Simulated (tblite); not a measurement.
Species: C4H10AlF2N.
Numbering: `[NH3+:1][AlH2-:2][C@@:3]1([F:4])[CH2:5][CH2:6][C@@H:7]1[F:8]` (hydrogens: H9, H10, H11 on N1; H12, H13 on Al2; H14, H15 on C5; H16, H17 on C6; H18 on C7)

Computed with GFN2-xTB (tblite), gas phase: L-BFGS steps from a force-field or distance-geometry start until the largest atomic force falls under 0.01 eV/Å.

Step 41: E = -737.5317 eV
```
atom  x, y, z in Å  |  force x, y, z in eV/Å
N1      2.5949    0.4443   -1.0348    0.016   0.025  -0.064
Al2     1.3739   -0.1216    0.5082   -0.052  -0.035   0.073
C3     -0.3096   -0.6567   -0.5004   -0.015   0.069  -0.053
F4     -0.0462   -1.8674   -1.1750   -0.002   0.020   0.008
C5     -1.4545   -0.7501    0.5329    0.041  -0.026  -0.018
C6     -2.0498    0.5225   -0.0854   -0.022  -0.027   0.081
C7     -1.1682    0.3303   -1.3218   -0.098   0.040   0.056
F8     -1.8730   -0.2300   -2.3665    0.071  -0.013   0.009
H9      2.3915   -0.1254   -1.8578   -0.032  -0.067   0.025
H10     3.5823    0.3195   -0.8148   -0.003  -0.008   0.028
H11     2.4521    1.4193   -1.2965   -0.010   0.020   0.002
H12     2.1893   -1.2984    1.1001    0.031   0.006  -0.022
H13     1.0985    1.1696    1.3254    0.069   0.054   0.004
H14    -2.0858   -1.6296    0.4197    0.007   0.024  -0.076
H15    -1.1251   -0.6736    1.5754   -0.031   0.008  -0.030
H16    -3.1207    0.5113   -0.2777    0.015  -0.012  -0.032
H17    -1.7837    1.4215    0.4666    0.025   0.014   0.002
H18    -0.6746    1.2211   -1.7387   -0.009  -0.090   0.008
```

Step 42: E = -737.5351 eV
```
atom  x, y, z in Å  |  force x, y, z in eV/Å
N1      2.6011    0.4334   -1.0429    0.020   0.038  -0.093
Al2     1.3889   -0.1170    0.5108   -0.044  -0.061   0.111
C3     -0.3069   -0.6314   -0.4856   -0.012   0.024  -0.049
F4     -0.0298   -1.8381   -1.1616    0.042  -0.015  -0.028
C5     -1.4590   -0.7471    0.5362    0.002   0.001  -0.015
C6     -2.0761    0.5117   -0.0923   -0.043   0.005   0.127
C7     -1.1662    0.3475   -1.3123   -0.180   0.080   0.051
F8     -1.8417   -0.2111   -2.3779    0.097  -0.007   0.015
H9      2.3954   -0.1629   -1.8466   -0.037  -0.082   0.027
H10     3.5915    0.3213   -0.8286   -0.004  -0.013   0.037
H11     2.4527    1.3981   -1.3391   -0.016   0.018   0.019
H12     2.1917   -1.3102    1.0910    0.030   0.015  -0.042
H13     1.1321    1.1646    1.3454    0.070   0.071   0.002
H14    -2.0727   -1.6411    0.4280    0.040   0.054  -0.108
H15    -1.1368   -0.6614    1.5796   -0.041   0.031  -0.020
H16    -3.1436    0.4764   -0.3062    0.054  -0.031  -0.021
H17    -1.8451    1.4174    0.4662    0.016  -0.009  -0.005
H18    -0.6843    1.2561   -1.7052    0.005  -0.119  -0.007
```

Step 43: E = -737.5415 eV
```
atom  x, y, z in Å  |  force x, y, z in eV/Å
N1      2.6114    0.4152   -1.0592    0.004   0.060  -0.180
Al2     1.4149   -0.1079    0.5182   -0.024  -0.079   0.142
C3     -0.3025   -0.5838   -0.4585   -0.023  -0.060  -0.012
F4      0.0023   -1.7833   -1.1369    0.117  -0.048  -0.084
C5     -1.4683   -0.7426    0.5407   -0.062   0.049  -0.011
C6     -2.1234    0.4915   -0.1034   -0.063   0.068   0.144
C7     -1.1660    0.3800   -1.2937   -0.276   0.121   0.025
F8     -1.7833   -0.1783   -2.3959    0.129   0.029   0.051
H9      2.4008   -0.2339   -1.8226   -0.023  -0.040   0.083
H10     3.6062    0.3247   -0.8527   -0.025  -0.021   0.040
H11     2.4546    1.3590   -1.4201   -0.019  -0.061   0.064
H12     2.1958   -1.3292    1.0743    0.030   0.022  -0.071
H13     1.2011    1.1585    1.3833    0.068   0.088  -0.006
H14    -2.0495   -1.6608    0.4372    0.095   0.101  -0.160
H15    -1.1622   -0.6429    1.5865   -0.057   0.067   0.006
H16    -3.1819    0.4157   -0.3586    0.121  -0.063   0.019
H17    -1.9531    1.4068    0.4648   -0.004  -0.064  -0.019
H18    -0.7057    1.3176   -1.6444    0.014  -0.170  -0.031
```

Q: Estimate the geometry and energy of step 44. (The exact step hangs on the optimiser's Hessian estimate; all steps are aligned on step 43, rigid shifts and turns removed.)

A: E = -737.5503 eV, largest force 0.303 eV/Å
```
atom  x, y, z in Å  |  force x, y, z in eV/Å
N1      2.6181    0.3996   -1.0815   -0.042   0.023  -0.299
Al2     1.4418   -0.0910    0.5316    0.024  -0.056   0.144
C3     -0.2982   -0.5243   -0.4248   -0.044  -0.183   0.080
F4      0.0440   -1.7141   -1.1054    0.226  -0.062  -0.149
C5     -1.4827   -0.7418    0.5412   -0.098   0.099   0.004
C6     -2.1729    0.4661   -0.1149   -0.077   0.128   0.108
C7     -1.1709    0.4177   -1.2694   -0.277   0.109  -0.020
F8     -1.7151   -0.1475   -2.4059    0.110   0.059   0.043
H9      2.4018   -0.3207   -1.7836    0.013   0.111   0.179
H10     3.6156    0.3286   -0.8776   -0.053  -0.030   0.040
H11     2.4606    1.3115   -1.5254   -0.025  -0.208   0.131
H12     2.1969   -1.3439    1.0557    0.029   0.018  -0.101
H13     1.3037    1.1611    1.4323    0.046   0.076  -0.037
H14    -2.0271   -1.6814    0.4292    0.136   0.094  -0.227
H15    -1.2055   -0.6390    1.5921   -0.064   0.116   0.072
H16    -3.2140    0.3582   -0.4180    0.055  -0.126   0.059
H17    -2.0612    1.3830    0.4604   -0.017  -0.006   0.057
H18    -0.7436    1.3841   -1.5769    0.059  -0.162  -0.084
```

The energy changes by -0.0087 eV. The first-order estimate −F·Δx gives -0.0144 eV and the mean of the old and new forces, exact on a quadratic surface, -0.0084 eV. The step makes an angle of 86° with the force vector and moves no atom by more than 0.116 Å.

What follows is the cost of the whole relaxation. Time: 1.2 s wall. Hardware: Arm Neoverse V2, one thread, shared host with 192 logical CPUs at a one-minute load of 48.
